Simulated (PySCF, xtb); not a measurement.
Pt(Cl)2(CO)2 (C2Cl2O2Pt), SMILES [O+]#[C-]->[Pt]([Cl])([Cl])<-[C-]#[O+], multiplicity 1.

xtb with GFN2-xTB at its own geometry gives an orbital gap of 1.66 eV and a dipole moment of 0.01 D.

Geometry: PBE0-D3(BJ)/def2-SVP. The spin state was assumed, not searched. The isomer is the one that the SMILES or the coordinates give; other isomers of the formula were not compared. The def2 effective core potentials stand for the cores of Pt; spin–orbit coupling is left out.

Q: What does ωB97X/def2-TZVP (PySCF) give? (The exact figures need the calculation; the answer reports its results.)

A: gap 8.82 eV (levels -10.05 and -1.24 eV), dipole 0.00 D.
